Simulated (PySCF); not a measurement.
Isomers of C5H6ClFO2, one GFN2-xTB conformer each. Single-point energies are computed at PBE0/pcSseg-1 (PySCF, gas phase, no added dispersion term), electronic only.

| SMILES | GFN2-xTB relative energy (kcal/mol) |
| --- | --- |
| CC(=O)/C=C(/Cl)OCF | 35.3 |
| O=C(O)/C(=C/Cl)CCF | 19.8 |
| C=C[C@@H](Cl)[C@H](F)C(=O)O | 32.5 |
| O=C1COC[C@@]1(F)CCl | 25.4 |
| CO[C@@]1(C(=O)Cl)C[C@@H]1F | 37.3 |
| CC(=O)O/C=C(\F)CCl | 25.5 |
| CC(=O)/C=C(\Cl)OCF | 31.8 |
| CO[C@@H]1C[C@]1(F)C(=O)Cl | 37.4 |
| O=C1C[C@@H](Cl)C[C@@H](F)O1 | 0.0 |

Conformers: `[CH3:1][C:2](=[O:3])/[CH:4]=[C:5](/[Cl:6])[O:7][CH2:8][F:9]` with C1–C2–C4–C5 -2°, C4–C5–O7–C8 -176°, C5–O7–C8–F9 173°; `[O:1]=[C:2]([OH:3])/[C:4](=[CH:5]/[Cl:6])[CH2:7][CH2:8][F:9]` with O1–C2–O3–H 0°, O1–C2–C4–C5 0°, C2–C4–C7–C8 75°, C4–C7–C8–F9 64°; `[CH2:1]=[CH:2][C@@H:3]([Cl:4])[C@H:5]([F:6])[C:7](=[O:8])[OH:9]` with C1–C2–C3–Cl4 111°, C2–C3–C5–F6 56°, C3–C5–C7–O8 69°, C5–C7–O9–H 178°; `[O:1]=[C:2]1[CH2:3][O:4][CH2:5][C@@:6]1([F:7])[CH2:8][Cl:9]` with C5–C6–C8–Cl9 59°, O1–C2–C3–O4 -169°, C2–C3–O4–C5 -27°, C3–O4–C5–C6 31°, O4–C5–C6–F7 94°; `[CH3:1][O:2][C@@:3]1([C:4](=[O:5])[Cl:6])[CH2:7][C@@H:8]1[F:9]` with C1–O2–C3–C4 -76°, O2–C3–C4–O5 163°; `[CH3:1][C:2](=[O:3])[O:4]/[CH:5]=[C:6](\[F:7])[CH2:8][Cl:9]` with C1–C2–O4–C5 -177°, C2–O4–C5–C6 -178°, C5–C6–C8–Cl9 86°; `[CH3:1][C:2](=[O:3])/[CH:4]=[C:5](\[Cl:6])[O:7][CH2:8][F:9]` with C1–C2–C4–C5 177°, C4–C5–O7–C8 168°, C5–O7–C8–F9 -74°; `[CH3:1][O:2][C@@H:3]1[CH2:4][C@:5]1([F:6])[C:7](=[O:8])[Cl:9]` with C1–O2–C3–C4 153°, C4–C5–C7–O8 -22°; `[O:1]=[C:2]1[CH2:3][C@@H:4]([Cl:5])[CH2:6][C@@H:7]([F:8])[O:9]1` with O1–C2–C3–C4 -130°, C2–C3–C4–Cl5 179°, C3–C4–C6–C7 21°, C4–C6–C7–F8 -88°.

What does PBE0/pcSseg-1 give for the same structures?

| SMILES | PBE0/pcSseg-1 E (Eh) | PBE0/pcSseg-1 (kcal/mol) | GFN2-xTB (kcal/mol) | point group |
| --- | --- | --- | --- | --- |
| O=C1C[C@@H](Cl)C[C@@H](F)O1 | -903.95679 | 0.0 | 0.0 | C1 |
| O=C(O)/C(=C/Cl)CCF | -903.93604 | 13.0 | 19.8 | C1 |
| C=C[C@@H](Cl)[C@H](F)C(=O)O | -903.92128 | 22.3 | 32.5 | C1 |
| CC(=O)O/C=C(\F)CCl | -903.91991 | 23.1 | 25.5 | C1 |
| O=C1COC[C@@]1(F)CCl | -903.90987 | 29.4 | 25.4 | C1 |
| CC(=O)/C=C(\Cl)OCF | -903.89859 | 36.5 | 31.8 | C1 |
| CC(=O)/C=C(/Cl)OCF | -903.89535 | 38.6 | 35.3 | near Cs |
| CO[C@@H]1C[C@]1(F)C(=O)Cl | -903.88686 | 43.9 | 37.4 | C1 |
| CO[C@@]1(C(=O)Cl)C[C@@H]1F | -903.88615 | 44.3 | 37.3 | C1 |

Both levels put the same isomer lowest; measured from each level's own lowest isomer, the values differ by up to 10.2 kcal/mol (C=C[C@@H](Cl)[C@H](F)C(=O)O: 32.5 against 22.3). As drawn, the lowest has a C(=O)–O unit, which the highest lacks; the highest has a three-membered ring, which the lowest lacks. Neighbours under 2.5 kcal/mol apart (C=C[C@@H](Cl)[C@H](F)C(=O)O and CC(=O)O/C=C(\F)CCl; CC(=O)/C=C(\Cl)OCF and CC(=O)/C=C(/Cl)OCF; CO[C@@H]1C[C@]1(F)C(=O)Cl and CO[C@@]1(C(=O)Cl)C[C@@H]1F) can change places with a better method, another conformer or zero-point energy. CC(=O)/C=C(\Cl)OCF and CC(=O)/C=C(/Cl)OCF are stereoisomers, 2.1 kcal/mol apart in the conformers taken.

Which frontier levels, dipoles and rotational constants go with these structures?

```json
{"SMILES": "O=C1C[C@@H](Cl)C[C@@H](F)O1", "HOMO (eV, PBE0/pcSseg-1)": "-8.37", "LUMO (eV)": "-0.68", "dipole (D)": "3.07", "A, B, C (MHz)": "2106, 1045, 801.5"}
{"SMILES": "O=C(O)/C(=C/Cl)CCF", "HOMO (eV, PBE0/pcSseg-1)": "-7.71", "LUMO (eV)": "-1.67", "dipole (D)": "2.82", "A, B, C (MHz)": "1571, 1069, 718.9"}
{"SMILES": "C=C[C@@H](Cl)[C@H](F)C(=O)O", "HOMO (eV, PBE0/pcSseg-1)": "-8.05", "LUMO (eV)": "-0.84", "dipole (D)": "1.23", "A, B, C (MHz)": "1647, 1192, 899.1"}
{"SMILES": "CC(=O)O/C=C(\\F)CCl", "HOMO (eV, PBE0/pcSseg-1)": "-7.35", "LUMO (eV)": "-0.98", "dipole (D)": "1.93", "A, B, C (MHz)": "2922, 573.3, 516.2"}
{"SMILES": "O=C1COC[C@@]1(F)CCl", "HOMO (eV, PBE0/pcSseg-1)": "-7.59", "LUMO (eV)": "-1.65", "dipole (D)": "1.71", "A, B, C (MHz)": "1793, 1137, 1120"}
{"SMILES": "CC(=O)/C=C(\\Cl)OCF", "HOMO (eV, PBE0/pcSseg-1)": "-7.18", "LUMO (eV)": "-1.53", "dipole (D)": "3.34", "A, B, C (MHz)": "2864, 755.5, 640.9"}
{"SMILES": "CC(=O)/C=C(/Cl)OCF", "HOMO (eV, PBE0/pcSseg-1)": "-7.32", "LUMO (eV)": "-1.51", "dipole (D)": "4.24", "A, B, C (MHz)": "1723, 911.8, 601.3"}
{"SMILES": "CO[C@@H]1C[C@]1(F)C(=O)Cl", "HOMO (eV, PBE0/pcSseg-1)": "-7.82", "LUMO (eV)": "-1.31", "dipole (D)": "2.86", "A, B, C (MHz)": "1953, 1084, 920.3"}
{"SMILES": "CO[C@@]1(C(=O)Cl)C[C@@H]1F", "HOMO (eV, PBE0/pcSseg-1)": "-8.11", "LUMO (eV)": "-1.29", "dipole (D)": "4.09", "A, B, C (MHz)": "1731, 1280, 908.2"}
```
